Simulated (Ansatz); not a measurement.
The cluster Li14. Total charge 0; singlet. Geometry B3LYP/def2-SVP.

```xyz
14

Li   -0.780   -0.797    0.246
Li    0.695   -3.286    0.751
Li    0.028    1.964    1.035
Li    0.936    4.090   -0.777
Li    1.855   -1.074   -0.773
Li    1.445   -0.553    1.885
Li   -2.082    3.005   -0.640
Li   -2.863   -0.036   -1.386
Li    2.896    1.474    0.205
Li   -2.825   -2.638    0.393
Li    4.048   -1.679    1.030
Li   -2.679    0.495    1.509
Li    0.084    1.239   -1.547
Li   -0.758   -2.202   -1.930
```

The restricted singlet is unstable towards broken spin symmetry in Hartree–Fock (as tested in another run); at PBE/def2-TZVP, r2SCAN/def2-TZVP, PBE0/def2-TZVP, BHLYP/def2-TZVP this wasn't settled. Another isomer (singlet) lies 0.04 eV lower at PBE0/def2-TZVP; other spin states weren't run for this one.

Estimate the orbital energies around the gap (eV) in Ansatz with PBE/def2-TZVP, r2SCAN/def2-TZVP, PBE0/def2-TZVP, BHLYP/def2-TZVP.


```
orbital  PBE/def2-TZVP  r2SCAN/def2-TZVP  PBE0/def2-TZVP  BHLYP/def2-TZVP
 HOMO−9         -49.65            -51.22          -53.73           -58.13
 HOMO−8         -49.64            -51.20          -53.72           -58.13
 HOMO−7         -48.75            -50.25          -52.79           -57.19
 HOMO−6          -5.15             -5.35           -6.11            -6.79
 HOMO−5          -4.27             -4.38           -5.00            -5.48
 HOMO−4          -4.20             -4.31           -4.93            -5.41
 HOMO−3          -3.42             -3.45           -3.87            -4.09
 HOMO−2          -3.10             -3.11           -3.52            -3.72
 HOMO−1          -3.04             -3.04           -3.46            -3.67
   HOMO          -2.96             -2.96           -3.37            -3.56
   LUMO          -2.24             -2.15           -1.77            -1.05
 LUMO+1          -2.22             -2.13           -1.74            -1.02
 LUMO+2          -1.85             -1.71           -1.39            -0.72
 LUMO+3          -1.84             -1.71           -1.36            -0.67
 LUMO+4          -1.78             -1.66           -1.29            -0.61
 LUMO+5          -1.73             -1.58           -1.26            -0.58
```
